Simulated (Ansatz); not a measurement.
B₂P₂⁺, relaxed as a doublet with UKS PBE-D4/def2-TZVP in Ansatz, starting from the GFN1-xTB geometry. Force threshold 0.02 eV/Å.

The gap within one spin of the charge 1 doublet nearly closes, so an electron or hole may be smeared out by delocalisation error. The relaxation made no stability test and no search for a lower SCF solution. The structure comes from a short search, and lower isomers may exist.

Start:

```xyz
4

B    -0.201   -0.742   -0.784
B    -0.278    0.539    0.915
P    -0.406    1.112   -0.857
P     0.885   -0.910    0.725
```

```csv
step,energy (eV),largest force component (eV/Å),SCF passes
1,-19908.6084,1.707,23
2,-19908.9454,1.303,28
3,-19909.1506,0.450,33
4,-19909.1617,0.601,65
5,-19909.1862,0.165,37
6,-19909.1890,0.057,32
7,-19909.1892,0.005,27
```

Force components are those of the run's own axes.

End:

```xyz
4

B     0.030   -0.517   -0.686
B    -0.032    0.517    0.686
P    -0.734    1.153   -0.902
P     0.736   -1.152    0.901
```

By distances, no bond broke or formed. The bond that changes most is B1–B2, from 2.13 to 1.72 Å (atoms count from 1).

No frequencies were taken in this run, so the end may be a saddle point.

It took 11 s on 4 threads of Arm Neoverse V2 on a shared host.
